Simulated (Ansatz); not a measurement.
Reactions of `N=CCC=N`.

Gas-phase electronic energies from Ansatz, PBE0-D4/def2-TZVP geometries. CCSD(T)/CBS adds triple-zeta CCSD(T) − MP2 to the extrapolated MP2 energy (def2 sets, frozen cores). This one scheme is used for every species. DFT in def2-TZVPP. For Ge outer-core shells are correlated without core-valence functions, which leaves a few kJ/mol of doubt a bond. Scalar relativity is left out up to krypton. One conformer a species, not always the lowest.

```csv
reaction,PBE-D4 (kJ/mol),B2PLYP (kJ/mol)
`N=CCC=N` + `OCF` → `N=COCF` + `CC=N`,5,9
`N=CCC=N` + SiH₄ → `N=CC[SiH3]` + `C=N`,-11,-9
`N=CCC=N` + `NCS` → `N=CNCS` + `CC=N`,-65,-56
`N=CCC=N` + `[SH][GeH3]` → `N=[CH][GeH2][SH]` + `CC=N`,-3,-2
```

(1) Give the CCSD(T)/CBS values in the same order. (An estimate is asked.)

Largest T1 diagnostic: 0.013, for `N=COCF`.

Answers

(1) The calculation gave: 17, -12, -49, -3 kJ/mol.
